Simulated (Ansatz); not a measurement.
An input meant for As2H4 (charge 0, singlet).

```yaml
crystal:
  periodic: [true, true, true]
  atoms:
    - {symbol: As, position_ang: [-0.097281, -0.792711, -0.930721]}
    - {symbol: As, position_ang: [0.097554, 0.795029, 0.928719]}
    - {symbol: H, position_ang: [-1.256985, -1.519202, -0.257620]}
    - {symbol: H, position_ang: [-1.065535, 0.118879, -1.677232]}
    - {symbol: H, position_ang: [1.060695, -0.119881, 1.677764]}
    - {symbol: H, position_ang: [1.261541, 1.517886, 0.259090]}
basis:
  gaussian: {orbitals: "6-31G*"}
magnetization: {spin_polarized: true, initial_magnetization: 0}
hamiltonian: {xc: {name: SVWN5}}
scf: {omitted_lower_state_checks: [starts]}
output: {forces: true}
```

```sh
$ ansatz run in.yaml --threads 4 --pin off --events-out ev --progress --plain --max-ram 3916MiB
```

Shortened log:

```
Error: YAML parse error: error: line 2 column 3: crystal: missing field `lattice` (a structure is typed as `lattice` and `atoms`, a molecule's as `atoms` in Å alone, or read from a run's directory, `checkpoint`)
 --> <input>:2:3
1 | crystal:
2 |   periodic: [true, true, true]
3 |   atoms:
4 |     - {symbol: As, position_ang: [-0.097281, -0.792711, -0.930721]}
```

Problem. What is wrong with this run?

Solution. The species is marked periodic without a cell. The program refused the input.
